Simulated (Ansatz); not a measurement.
Ansatz (an electronic-structure program) input (CCSD(T)/def2-TZVPP):

Ansatz 0.2 input:
```yaml
crystal:
  periodic: [false, false, false]
  atoms:
    - {symbol: Zr, position_ang: [-0.28359222, -0.00722712, -0.07186266]}
    - {symbol: F, position_ang: [1.54631172, 0.03940653, 0.39183755]}
    - {symbol: H, position_ang: [-1.26605758, 0.71713772, 1.31981946]}
    - {symbol: H, position_ang: [-0.77781125, -1.76823986, -0.35700022]}
    - {symbol: H, position_ang: [-0.52924781, 0.98552830, -1.61485059]}
basis:
  gaussian:
    orbitals: def2-TZVPP
magnetization: {spin_polarized: false}
correlation: {method: ccsd_t, electrons: outside_noble_gas}
```

Output:

```
Functional definition: HF
integrals: 0.23 GiB planned
803 factors; integrals over basis functions are off by at most 1.1e-3 eV
mean field: 0.28 GiB planned
mean field evaluation 1: about -4018.8971 eV, gradient 3.6e1 eV
mean field evaluation 2: about -4018.9000 eV, gradient 3.5e1 eV
mean field evaluation 4: about -4021.6897 eV, gradient 2.7e0 eV
mean field evaluation 8: about -4021.7221 eV, gradient 3.2e-4 eV
mean field evaluation 16: about -4021.6929 eV, gradient 2.7e0 eV
mean field -4021.72211494 eV, -147.7955617030 hartree, gradient 2.6e-6 eV, S^2 0.000000; 0 other end points of the search recorded, 0 dependent functions left out
5 core orbitals not correlated
reference -4021.72211494 eV, -147.7955617030 hartree; 7, 7 occupied and 117, 117 virtual orbitals, 803 factors
second order -10.48229648 eV of doubles, -0.00000000 eV of singles
coupled cluster: 0.46 GiB planned
cycle   1  -10.51434056 eV  change   -3.2e-2 eV  update   1.1e-1
cycle   2  -10.84874249 eV  change   -3.3e-1 eV  update   4.3e-2
cycle   3  -10.97012009 eV  change   -1.2e-1 eV  update   2.2e-2
cycle   4  -10.96173418 eV  change    8.4e-3 eV  update   5.0e-3
cycle   5  -10.95673305 eV  change    5.0e-3 eV  update   2.1e-3
cycle   6  -10.95762315 eV  change   -8.9e-4 eV  update   8.1e-4
cycle   7  -10.95747094 eV  change    1.5e-4 eV  update   3.5e-4
cycle   8  -10.95727181 eV  change    2.0e-4 eV  update   1.5e-4
cycle   9  -10.95736321 eV  change   -9.1e-5 eV  update   6.6e-5
cycle  10  -10.95739386 eV  change   -3.1e-5 eV  update   2.4e-5
cycle  11  -10.95737260 eV  change    2.1e-5 eV  update   1.0e-5
cycle  12  -10.95737787 eV  change   -5.3e-6 eV  update   4.3e-6
perturbative correction -0.34289819 eV, -0.0126012762 hartree
Total energy: -4033.02239101 eV, -148.2108391887 hartree
```
